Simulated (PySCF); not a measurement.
C₄H₇ClSi, SMILES C1(=C[C@@H]([SiH3])C1)Cl. Geometry optimised at B3LYP-D3(BJ)/def2-SVP. The structure was generated by enumeration; whether it is a known compound was not checked.

Computed equilibrium geometry at B3LYP-D3(BJ)/def2-SVP (PySCF confirms it by a frequency run) as a Z-matrix:
```
C
H 1 1.1050
C 1 1.5257 2 114.11
C 3 1.3430 1 92.76 2 114.27
H 3 1.0907 4 134.18 1 -178.96
C 4 1.5073 3 96.22 5 -179.97
H 6 1.1013 4 115.47 3 -113.58
H 6 1.1027 7 109.15 4 132.02
Cl 4 1.7241 3 133.86 5 -0.97
Si 1 1.8953 2 109.97 3 -132.95
H 10 1.4921 1 109.19 2 -175.32
H 10 1.4929 11 109.11 1 120.61
H 10 1.4936 11 109.17 12 118.64
```
